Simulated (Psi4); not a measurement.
C₃H₈InN (SMILES C=[CH][In]([CH3])[NH2]), singlet, geometry from GFN2-xTB (such geometries of metal compounds can be far from the true shape) (core potentials on In); PBE/def2-SVP (Psi4).

Here is a job for Psi4.
```
memory 2 GB

molecule mol {
0 1
  In   -0.216148    0.104082    0.091527
  C    -2.369513    0.083819    0.703325
  H    -2.808639   -0.901845    0.563078
  H    -2.935410    0.813090    0.125481
  H    -2.406985    0.354674    1.757455
  C     0.825518   -1.213584   -1.367745
  C     2.143567   -1.223455   -1.455124
  H     0.234395   -1.869968   -1.999512
  H     2.682381   -1.866657   -2.143615
  H     2.757237   -0.582802   -0.833763
  N     1.010930    1.324506    1.201573
  H     0.548224    2.130019    1.609374
  H     1.846130    1.671238    0.742918
}

set basis def2-svp
set reference rks

energy('pbe')
print_variables()
```

It wrote (shortened):

```
   => Loading Basis Set <=

    Name: DEF2-SVP
    Role: ORBITAL
    Keyword: BASIS

    !!!  WARNING: ECP capability is in beta. Please check occupations closely.  !!!

         ---------------------------------------------------------
                                   SCF
               by Justin Turney, Rob Parrish, Andy Simmonett
                          and Daniel G. A. Smith
                              RKS Reference
         ---------------------------------------------------------

  ==> Geometry <==

    Molecular point group: c1
    Full point group: C1

    Geometry (in Angstrom), charge = 0, multiplicity = 1:

       Center              X                  Y                   Z               Mass
    ------------   -----------------  -----------------  -----------------  -----------------
         IN          -0.195516820722     0.092439973178     0.081536724269   114.903878776000
         C           -2.348881820722     0.072176973178     0.693334724269    12.000000000000
         H           -2.788007820722    -0.913487026822     0.553087724269     1.007825032230
         H           -2.914778820722     0.801447973178     0.115490724269     1.007825032230
         H           -2.386353820722     0.343031973178     1.747464724269     1.007825032230
         C            0.846149179278    -1.225226026822    -1.377735275731    12.000000000000
         C            2.164198179278    -1.235097026822    -1.465114275731    12.000000000000
         H            0.255026179278    -1.881610026822    -2.009502275731     1.007825032230
         H            2.703012179278    -1.878299026822    -2.153605275731     1.007825032230
         H            2.777868179278    -0.594444026822    -0.843753275731     1.007825032230
         N            1.031561179278     1.312863973178     1.191582724269    14.003074004430
         H            0.568855179278     2.118376973178     1.599383724269     1.007825032230
         H            1.866761179278     1.659595973178     0.732927724269     1.007825032230

  Running in c1 symmetry.

  Rotational constants: A =      0.15706  B =      0.06601  C =      0.04711 [cm^-1]
  Rotational constants: A =   4708.64747  B =   1978.81405  C =   1412.21653 [MHz]
  Nuclear repulsion =  239.458926680603298

  Charge       = 0
  Multiplicity = 1
  Electrons    = 54
  Nalpha       = 27
  Nbeta        = 27

  ==> Algorithm <==

  SCF Algorithm Type is DF.
  DIIS enabled.
  MOM disabled.
  Fractional occupation disabled.
  Guess Type is SAD.
  Energy threshold   = 1.00e-06
  Density threshold  = 1.00e-06
  Integral threshold = 1.00e-12

  ==> Primary Basis <==

  Basis Set: DEF2-SVP
    Blend: DEF2-SVP
    Number of shells: 58
    Number of basis functions: 122
    Number of Cartesian functions: 128
    Spherical Harmonics?: true
    Max angular momentum: 2

  Core potential: DEF2-SVP
    Number of shells: 4
    Number of ECP primitives: 18
    Number of ECP core electrons: 28
    Max angular momentum: 3

  ==> DFT Potential <==

   => LibXC <=

    Version 7.1.2
    S. Lehtola, C. Steigemann, M. J. T. Oliveira, and M. A. L. Marques,  SoftwareX 7, 1–5 (2018) (10.1016/j.softx.2017.11.002)

   => Composite Functional: PBE <=

    PBE GGA Exchange-Correlation Functional

    J.P. Perdew et. al., Phys. Rev. Lett., 77(18), 3865-3868, 1996

    Deriv               =              1
    GGA                 =           TRUE
    Meta                =          FALSE

    Exchange Hybrid     =          FALSE
    MP2 Hybrid          =          FALSE

   => Exchange Functionals <=

    1.0000     XC_GGA_X_PBE

   => Correlation Functionals <=

    1.0000     XC_GGA_C_PBE

   => LibXC Density Thresholds  <==

    XC_GGA_C_PBE:  1.00E-12
    XC_GGA_X_PBE:  1.00E-15

   => Molecular Quadrature <=

    Radial Scheme          =       TREUTLER
    Pruning Scheme         =           NONE
    Nuclear Scheme         =       TREUTLER

    Blocking Scheme        =         OCTREE
    BS radius alpha        =              1
    Pruning alpha          =              1
    Radial Points          =             75
    Spherical Points       =            302
    Total Points           =         280469
    Total Blocks           =           2137
    Max Points             =            256
    Max Functions          =            119
    Weights Tolerance      =       1.00E-15

   => Loading Basis Set <=

    Name: (DEF2-SVP AUX)
    Role: JKFIT
    Keyword: DF_BASIS_SCF

  ==> Integral Setup <==

  SCF_SUBTYPE=INCORE selected. In-core MEM_DF algorithm will be used.
  Using in-core AOs.

  ==> MemDFJK: Density-Fitted J/K Matrices <==

    J tasked:                   Yes
    K tasked:                    No
    wK tasked:                   No
    Algorithm:                 Core
    Schwarz Cutoff:           1E-12
    Mask sparsity (%):       7.8339
    Fitting Condition:        1E-10

   => Auxiliary Basis Set <=

  Basis Set: (DEF2-SVP AUX)
    Blend: DEF2-UNIVERSAL-JKFIT
    Number of shells: 194
    Number of basis functions: 664
    Number of Cartesian functions: 829
    Spherical Harmonics?: true
    Max angular momentum: 5

  Minimum eigenvalue in the overlap matrix is 3.1310051730E-03.
  Reciprocal condition number of the overlap matrix is 5.8455117696E-04.
    Using symmetric orthogonalization.

  ==> Pre-Iterations <==

  SCF Guess: Superposition of Atomic Densities via on-the-fly atomic UHF (no occupation information).

   -------------------------
    Irrep   Nso     Nmo
   -------------------------
     A        122     122
   -------------------------
    Total     122     122
   -------------------------

  ==> Iterations <==

                           Total Energy        Delta E     RMS |[F,P]|

   @DF-RKS iter SAD:  -362.02701891796562   -3.62027e+02   0.00000e+00
   @DF-RKS iter   1:  -362.63793906553201   -6.10920e-01   1.10699e-02 DIIS/ADIIS
   @DF-RKS iter   2:  -360.11721155401540    2.52073e+00   1.76241e-02 DIIS/ADIIS
   @DF-RKS iter   3:  -363.39078469394451   -3.27357e+00   4.97437e-03 DIIS/ADIIS
   @DF-RKS iter   4:  -363.57376409384381   -1.82979e-01   1.94541e-03 DIIS/ADIIS
   @DF-RKS iter   5:  -363.59805815514051   -2.42941e-02   9.02967e-04 DIIS/ADIIS
   @DF-RKS iter   6:  -363.60310264587611   -5.04449e-03   4.02718e-04 DIIS/ADIIS
   @DF-RKS iter   7:  -363.60442473233115   -1.32209e-03   1.19296e-04 DIIS/ADIIS
   @DF-RKS iter   8:  -363.60453491483952   -1.10183e-04   4.67035e-05 DIIS
   @DF-RKS iter   9:  -363.60455369685820   -1.87820e-05   1.25148e-05 DIIS
   @DF-RKS iter  10:  -363.60455535309848   -1.65624e-06   1.57155e-06 DIIS
   @DF-RKS iter  11:  -363.60455537568225   -2.25838e-08   3.08942e-07 DIIS
  Energy and wave function converged.

  ==> Post-Iterations <==

   Electrons on quadrature grid:
      Ntotal   =   53.9999805945 ; deviation = -1.941e-05

    Orbital Energies [Eh]
    ---------------------

    Doubly Occupied:

[...]
    Virtual:

[...]
    Final Occupation by Irrep:
              A
    DOCC [    27 ]
    NA   [    27 ]
    NB   [    27 ]

  @DF-RKS Final Energy:  -363.60455537568225

   => Energetics <=

    Nuclear Repulsion Energy =            239.4589266806032981
    One-Electron Energy =               -1044.6618430559149147
    Two-Electron Energy =                 484.1715533064006536
    DFT Exchange-Correlation Energy =     -42.5731923067712970
    Empirical Dispersion Energy =           0.0000000000000000
    VV10 Nonlocal Energy =                  0.0000000000000000
    Total Energy =                       -363.6045553756822528

Computation Completed

Properties will be evaluated at   0.000000,   0.000000,   0.000000 [a0]

Properties computed using the SCF density matrix

 Multipole Moments:

 ------------------------------------------------------------------------------------
     Multipole            Electronic (a.u.)      Nuclear  (a.u.)        Total (a.u.)
 ------------------------------------------------------------------------------------

 L = 1.  Multiply by 2.5417464519 to convert [e a0] to [Debye]
 Dipole X            :        -13.6459902           13.5422511           -0.1037391
 Dipole Y            :          7.0217684           -6.6952552            0.3265132
 Dipole Z            :          5.6363792           -5.8623932           -0.2260140
 Magnitude           :                                                    0.4104327

 ------------------------------------------------------------------------------------

  Variable Map:
  ----------------------------------------------------------------------------
[...]
  Array Variable Map:
  ----------------------------------------------------------------------------
[...]
[...]
```
